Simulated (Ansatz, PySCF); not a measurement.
Breaking a bond: MgN (cation, charge +1), lowest singlet found (which spin is the ground state isn't settled by this scan).

- RKS-BP86/6-31G* = restricted BP86/6-31G*, spherical d (PySCF)
- RKS-CAM-B3LYP = restricted CAM-B3LYP/aug-cc-pVDZ (Ansatz, an electronic-structure program)
- FCI = full CI/aug-cc-pVDZ, frozen core in Ansatz

Energies relative to the lowest point of each curve between 1.76 and 2.38 Å, where full CI is lowest, in kcal/mol:

```tsv
R / Å	RKS-BP86/6-31G*	RKS-CAM-B3LYP
1.76	13.1	9.0
1.85	5.0	2.4
1.92	1.6	0.2
2.07	0.2	1.1
2.16	2.0	4.0
2.21	3.5	6.0
2.30	6.8	10.3
2.55	18.0	23.9
2.68	23.9	31.0
2.85	31.3	39.9
3.08	40.0	50.7
3.40	49.7	63.3
```

Problem. Predict the corresponding FCI column.

Solution. 1.76: 13.5; 1.85: 5.1; 1.92: 1.7; 2.07: 0.1; 2.16: 1.4; 2.21: 2.6; 2.30: 5.2; 2.55: 13.5; 2.68: 17.5; 2.85: 22.0; 3.08: 26.6; 3.40: 30.6 (kcal/mol).

The scan ran from 1.52 to 7.14 Å; beyond the distances shown full CI changes its symmetry label. The restricted form behind RKS-BP86/6-31G*, RKS-CAM-B3LYP keeps the bonding electrons paired and can't separate into open-shell fragments. Also computed but left out beside FCI, since their determinant holds another spin at the minimum (<S²> over 0.7 above the pure value): UHF, UMP2, UCCSD, UCCSD(T), UKS-PBE, UKS-CAM-B3LYP, UKS-B3LYP/6-31G*, UKS-BP86/6-31G*, UMP2/3-21G, UKS-M06-2X/6-31G*.
